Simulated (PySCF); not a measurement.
A structure optimised at B3LYP-D3(BJ)/def2-SVP, used in a PySCF frequency run:

```xyz
11

C      0.1478    -3.3068     0.0000
C      0.0679    -2.0954     0.0000
C     -0.0392    -0.6735     0.0000
C     -1.2889     0.0437     0.0000
C     -1.1180     1.4010     0.0000
S      0.5584     1.8381     0.0000
C      1.0453     0.1861     0.0000
H      0.2211    -4.3776     0.0000
H     -2.2597    -0.4514     0.0000
H     -1.8843     2.1744     0.0000
H      2.0987    -0.0865     0.0000
```

### Question
Write its SMILES, formula and point group.

### Answer
C#Cc1ccsc1, C₆H₄S, Cs

### Question
What are its rotational constants (standard atomic weights)?

### Answer
7.0639, 1.4600, 1.2099 GHz
